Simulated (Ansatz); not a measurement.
Born–Oppenheimer molecular dynamics of GaH5S (7 atoms, charge 0, multiplicity 1). It starts at the highest image of a converged band, a first-order saddle point between two minima.

Theory: RKS B3LYP-D4/def2-SVP in Ansatz 0.2.0.

* ensemble: NVE (velocity Verlet)
* time step: 0.5 fs
* steps asked: 200
* starting velocities drawn for: 300 K
* seed: 11892

First frame:

```xyz
7
Properties=species:S:1:pos:R:3
Ga 0.112 -0.211 -0.099
H -0.071 -0.111 1.631
H 1.567 0.217 -0.446
H -1.273 0.041 -0.763
S 0.237 -2.601 0.651
H -1.100 -2.802 0.584
H 0.028 -1.199 1.525
```

**Question.** How far do the bonds stretch over the last three quarters of this one trajectory? (Pairs bonded in most of those frames.)

**Answer.** 
```tsv
bond	mean (Å)	spread (Å)	shortest	longest
Ga1–H3	1.569	0.023	1.53	1.61
Ga1–H4	1.571	0.010	1.55	1.59
Ga1–S5	2.237	0.130	2.05	2.44
H2–H7	0.762	0.011	0.75	0.78
S5–H6	1.358	0.039	1.30	1.41
```

Mean temperature of the second half: 1553 K. The conserved energy stayed within 0.14 meV per atom of its start (net change 0.013 meV per atom), so the integration is sound. The kinetic energy rose, since the run started high on the potential surface and went downhill. It ends in pieces (GaH3S + H2), so much of that is their flight and rotation, not heat. A run of 0.1 ps of so small a system gives no equilibrium averages. The orbitals stay closed-shell, which can raise the energy where a bond breaks towards radicals; this wasn't checked here.

Run time: 5.9 min on 1 thread of AMD EPYC 7B13 (Zen 3), on a shared host, peak memory 0.19 GiB.
